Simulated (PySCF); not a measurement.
Compound: C₄H₁₁FSi.
SMILES: `CC(C)[SiH2]CF`

Torsions of this conformer, `[CH3:1][CH:2]([CH3:3])[SiH2:4][CH2:5][F:6]`: C1–C2–Si4–C5 61°, C2–Si4–C5–F6 -60°.

The closed-shell ground state was solved at several levels (PySCF, density fitting, gas phase, non-relativistic). One conformer (not necessarily the lowest) at the PBE0-D3(BJ)/def2-SVP geometry, without solvent, vibrations or thermal averaging.

```json
{"level": "wB97X-D/def2-SVPD", "basis functions": "215", "HOMO (eV)": "-9.87", "LUMO (eV)": "2.20", "gap (eV)": "12.07", "dipole (D)": "1.49"}
{"level": "PBE0/pcSseg-1", "basis functions": "164", "HOMO (eV)": "-8.02", "LUMO (eV)": "1.01", "gap (eV)": "9.03", "dipole (D)": "1.50"}
```

Question: What might B3LYP/pcSseg-1 (164 basis functions) give for the same quantities?

Answer: HOMO -7.82 eV, LUMO 0.77 eV, gap 8.59 eV, dipole 1.50 D.

Question: Over all these levels, which gives the widest orbital gap and which the narrowest?

Answer: wB97X-D/def2-SVPD (range-separated hybrid) has the widest, 12.07 eV, and B3LYP/pcSseg-1 (global hybrid, 20 % exact exchange) the narrowest, 8.59 eV. Functional and basis both differ between the two, so the spread mixes both effects.

Question: How far do the dipole and the HOMO energy spread over the levels?

Answer: The dipole runs from 1.49 to 1.50 D (mean 1.50 D) and the HOMO from -9.87 to -7.82 eV.
